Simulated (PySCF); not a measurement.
The dipole of `ClC(Cl)(Cl)C1CCC1` from its density and from atomic charges.

Coordinates (GFN2-xTB, Å) and charges (e) from the PBE0/pcSseg-1 density (PySCF):

| atom | x | y | z | Mulliken | IAO | Hirshfeld | ESP-fitted |
| --- | --- | --- | --- | --- | --- | --- | --- |
| Cl1 | 1.974 | -0.799 | -1.374 | +0.0232 | -0.0393 | -0.0120 | +0.1410 |
| C2 | 1.721 | -0.231 | 0.288 | -0.3389 | +0.0322 | +0.1021 | -0.7164 |
| Cl3 | 2.759 | 1.196 | 0.544 | +0.0371 | -0.0475 | -0.0383 | +0.1041 |
| Cl4 | 2.251 | -1.522 | 1.397 | +0.0369 | -0.0478 | -0.0384 | +0.1037 |
| C5 | 0.278 | 0.125 | 0.563 | -0.2294 | -0.1237 | -0.0502 | +0.0834 |
| C6 | -0.780 | -0.939 | 0.221 | -0.1141 | -0.2680 | -0.0781 | -0.0865 |
| C7 | -1.576 | 0.122 | -0.555 | -0.2305 | -0.2650 | -0.0683 | -0.1361 |
| C8 | -0.399 | 1.099 | -0.418 | -0.1144 | -0.2680 | -0.0781 | -0.0722 |
| H9 | 0.217 | 0.462 | 1.599 | +0.1497 | +0.1605 | +0.0415 | +0.1665 |
| H10 | -1.279 | -1.382 | 1.078 | +0.1352 | +0.1450 | +0.0416 | +0.0567 |
| H11 | -0.391 | -1.731 | -0.413 | +0.1298 | +0.1476 | +0.0267 | +0.0870 |
| H12 | -2.470 | 0.452 | -0.032 | +0.1234 | +0.1400 | +0.0418 | +0.0682 |
| H13 | -1.840 | -0.149 | -1.574 | +0.1268 | +0.1415 | +0.0415 | +0.0658 |
| H14 | -0.632 | 2.078 | -0.006 | +0.1352 | +0.1450 | +0.0416 | +0.0524 |
| H15 | 0.163 | 1.227 | -1.340 | +0.1298 | +0.1476 | +0.0268 | +0.0824 |

Question: What dipole does each set of charges give (1 e·Å = 4.803 D), and what does the density give?

Answer: The full density gives (-2.24, 0.45, 0.09) D, 2.29 D in size; dipole vectors point from the negative to the positive end.

| scheme | μx | μy | μz | size (D) | share of the full size (%) | angle to the full dipole (°) |
| --- | --- | --- | --- | --- | --- | --- |
| Mulliken | -3.42 | 0.51 | -0.40 | 3.48 | 152 | 9 |
| IAO | -2.13 | 0.44 | 0.13 | 2.18 | 95 | 1 |
| Hirshfeld | -0.53 | 0.09 | -0.03 | 0.54 | 24 | 6 |
| ESP-fitted | -2.30 | 0.45 | 0.05 | 2.35 | 103 | 1 |

Question: Which set comes closest?

Answer: Length of the difference vector: ESP-fitted 0.08 D, IAO 0.12 D, Mulliken 1.27 D, Hirshfeld 1.75 D. Closest: ESP-fitted. ESP charges are fitted to the potential around the molecule, whose slowest-falling term is the dipole's. The schemes that divide the density aren't constrained to reproduce the dipole.

Question: What is left for the Hirshfeld atoms' own dipoles?

Answer: The Hirshfeld atoms' densities add up to the full density, so μ = Σ q r + Σ (atomic dipoles). The atomic dipoles sum to (-2.24, 0.45, 0.09) − (-0.53, 0.09, -0.03) = (-1.71, 0.36, 0.12) D, 1.75 D in size.

Question: With the origin at the mean of the coordinates, (0.000, 0.001, -0.001) Å, which are the largest single terms, by size, of the Mulliken dipole along the direction of the full one?

Answer: C2 +2.80, C7 -1.71, H12 +1.49, H13 +1.04, H14 +0.67 D; all 15 atoms together +3.43 D. The single terms depend on the origin, their sum doesn't.

Question: Give the size of the full dipole in other units.

Answer: 2.29 D = 0.901 au = 0.477 e·Å = 7.64 × 10⁻³⁰ C·m.

One conformer (not necessarily the lowest) at the GFN2-xTB geometry, without solvent, vibrations or thermal averaging.

The run behind these numbers computed NMR shieldings as well. On one thread of an Arm Neoverse N1, shared host with 64 logical CPUs at a one-minute load of 57, this took 57 s and 0.78 GiB of memory at its peak.

The values belong to the conformer `[Cl:1][C:2]([Cl:3])([Cl:4])[CH:5]1[CH2:6][CH2:7][CH2:8]1`: Cl1–C2–C5–C6 52°.
